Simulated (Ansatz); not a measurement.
# Correcting a cheap level on Si-containing radicals

The atomisation energy (no zero-point term) in kJ/mol of 6 Si-containing radicals: x at BHLYP-D4/def2-TZVPP, y at CCSD(T)/CBS estimate. Shapes, held fixed at every level: PBE0-D4/def2-TZVP. Flexible molecules stand in one conformer, not always the lowest. Programs: Ansatz 0.2.0.

| molecule | x (kJ/mol) | y (kJ/mol) |
| --- | --- | --- |
| SiH (SMILES [SiH]) | 310 | 309 |
| SiH2(SH) | 1285 | 1307 |
| SiH2(NH2) | 1739 | ? |
| SiH(OH)2 | 2025 | 2132 |
| Si2H5O (SMILES [SiH2]O[SiH3]) | 2471 | 2516 |
| Si(CH3)F2 | 2632 | 2728 |

Task: Fit y = c + s·x to the known rows and predict y for SiH2(NH2).

Result: 
1. Means of the 5 rows: x = 1744.60, y = 1798.4.
2. Σ(Δx)² = 3663069, Σ(Δx·Δy) = 3802274, so the slope is 3802274/3663069 = 1.038.
3. Intercept: 1798.4 − (1.038) × 1744.60 = -12.5. The largest residual of the fit is 43.
4. SiH2(NH2): -12.5 + 1.038 × 1739 = 1793 kJ/mol.

CCSD(T)/CBS estimate gives 1770 kJ/mol, so the prediction is off by +23 kJ/mol, within the largest residual. Uncorrected, BHLYP-D4/def2-TZVPP misses SiH2(NH2) by -31 kJ/mol, and the other rows by 54 on average. The line overshoots: the miss goes from -31 to +23. Left out in turn, the other rows are missed by 29 kJ/mol on average. Spin contamination: SiH (⟨S²⟩ up to 0.79). Open shells run unrestricted. The CBS estimate extrapolates MP2 from def2-TZVPP and def2-QZVPP and adds CCSD(T) − MP2 in the triple-zeta set, cores frozen.
